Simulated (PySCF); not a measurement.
**`CN[C@@H](C)[C@H](C)[SiH3]`, C5H15NSi**

Geometry:
| atom | x (Å) | y (Å) | z (Å) |
| --- | --- | --- | --- |
| C1 | -1.986 | -1.447 | 0.807 |
| N2 | -0.703 | -1.017 | 0.295 |
| C3 | -0.498 | 0.422 | 0.247 |
| C4 | -0.262 | 1.057 | 1.622 |
| C5 | 0.648 | 0.737 | -0.727 |
| C6 | 0.202 | 0.432 | -2.157 |
| Si7 | 2.284 | -0.178 | -0.366 |
| H8 | -2.048 | -2.532 | 0.724 |
| H9 | -2.176 | -1.172 | 1.855 |
| H10 | -2.773 | -1.009 | 0.192 |
| H11 | 0.044 | -1.444 | 0.835 |
| H12 | -1.421 | 0.851 | -0.170 |
| H13 | -1.117 | 0.889 | 2.274 |
| H14 | -0.118 | 2.131 | 1.525 |
| H15 | 0.622 | 0.632 | 2.093 |
| H16 | 0.838 | 1.814 | -0.657 |
| H17 | -0.089 | -0.612 | -2.235 |
| H18 | 1.004 | 0.625 | -2.866 |
| H19 | -0.654 | 1.046 | -2.436 |
| H20 | 2.179 | -1.598 | -0.702 |
| H21 | 2.686 | -0.047 | 1.039 |
| H22 | 3.327 | 0.440 | -1.191 |

Method used: PySCF, TDDFT CAM-B3LYP/def2-SVPD circular dichroism and optical rotation, one conformer, gas phase. Geometry: GFN2-xTB.

The molecule is flexible and this is one conformer; a measurement averages over conformers. States above about 7.8 eV (minus the energy of the highest occupied orbital) lie near or above the ionisation threshold and depend on the basis.

**Question.** Draw the ECD and absorption spectra from the lowest 8 states, each a Gaussian of half-width 0.25 eV at 1/e height.

**Answer.** 
| E (eV) | λ (nm) | Δε (L mol⁻¹ cm⁻¹) | ε (L mol⁻¹ cm⁻¹) |
| --- | --- | --- | --- |
| 5.53 | 224 | +0.01 | 1.45 |
| 5.68 | 218 | +0.06 | 11.1 |
| 5.83 | 213 | +0.22 | 41.7 |
| 5.98 | 207 | +0.39 | 76 |
| 6.13 | 202 | +0.31 | 69.1 |
| 6.28 | 197 | -0.28 | 47.2 |
| 6.43 | 193 | -2.06 | 98.9 |
| 6.58 | 188 | -4.76 | 254 |
| 6.73 | 184 | -4.31 | 434 |
| 6.88 | 180 | +0.59 | 580 |
| 7.03 | 176 | +4.83 | 708 |
| 7.18 | 173 | +6.96 | 948 |
| 7.33 | 169 | +6.29 | 1170 |
| 7.48 | 166 | +0.09 | 1030 |
| 7.63 | 162 | -7.89 | 717 |
| 7.78 | 159 | -13.87 | 511 |

Δε uses R in velocity form, ε uses f in length form. Only the states computed contribute, so the short-wavelength end is incomplete.
